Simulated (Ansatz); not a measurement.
The input (input.yaml):

```yaml
crystal:
  periodic: [false, false, false]
  atoms:
    - { symbol: W, position_ang: [0.029519, 0.60496, -0.116641] }
    - { symbol: H, position_ang: [0.216119, -0.442476, 2.602023] }
    - { symbol: H, position_ang: [1.442244, -0.304228, -0.023633] }
    - { symbol: H, position_ang: [-0.21281, 1.444056, -1.569753] }
    - { symbol: F, position_ang: [-1.682143, 0.352031, 0.610201] }
    - { symbol: H, position_ang: [-0.068855, -1.066115, -0.150194] }
    - { symbol: H, position_ang: [0.463569, -0.181042, -1.542071] }
    - { symbol: Cl, position_ang: [1.507956, 2.06302, 1.004439] }
    - { symbol: H, position_ang: [0.655499, 0.114394, 2.45973] }
basis:
  gaussian: { orbitals: def2-SVP }
hamiltonian:
  xc: pbe
  dispersion: d4
relax:
  f_tol: 0.03
  max_steps: 50
output:
  orbitals: {}
```

Run as:

```bash
$ ansatz run input.yaml --threads 2 --pin off --max-ram 3072MiB --backend cpu --events-out ev --progress --plain --runs-dir out
```

Hardware: 2 threads of Arm Neoverse V1 (shared host).

Question: Roughly how long does this run take, and how much memory?

Answer: 15 s, with a peak of 0.13 GiB, for 7 ionic steps.
